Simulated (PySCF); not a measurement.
Isomers of C5H5NOS, one GFN2-xTB conformer each. Single-point energies are computed at PBE0/pcSseg-1 (PySCF, gas phase, no added dispersion term), electronic only.

Question: Rank them by PBE0/pcSseg-1 energy, lowest first (kcal/mol).
A. `[CH3:1][C:2](=[S:3])[c:4]1[cH:5][cH:6][o:7][n:8]1` with C1–C2–C4–C5 180°
B. `[CH2:1]=[N:2][c:3]1[cH:4][cH:5][c:6]([OH:7])[s:8]1` with C1–N2–C3–C4 -179°, C5–C6–O7–H 180°

Answer: B (0.0), A (12.9).

As drawn, the lower has a C=N bond and an O–H bond, which the higher lacks; the higher has an N–O linkage and a C=S bond, which the lower lacks. GFN2-xTB itself gives, in the same order: 0.0, 14.8. Both levels put the same isomer lowest.

Q: Which frontier levels, dipoles and rotational constants go with these structures?

A: 
| SMILES | HOMO (eV, PBE0/pcSseg-1) | LUMO (eV) | dipole (D) | A, B, C (MHz) |
| --- | --- | --- | --- | --- |
| C=Nc1ccc(O)s1 | -6.06 | -1.50 | 1.95 | 4446, 1289, 999.3 |
| CC(=S)c1ccon1 | -6.73 | -2.83 | 1.63 | 3866, 1246, 947.7 |
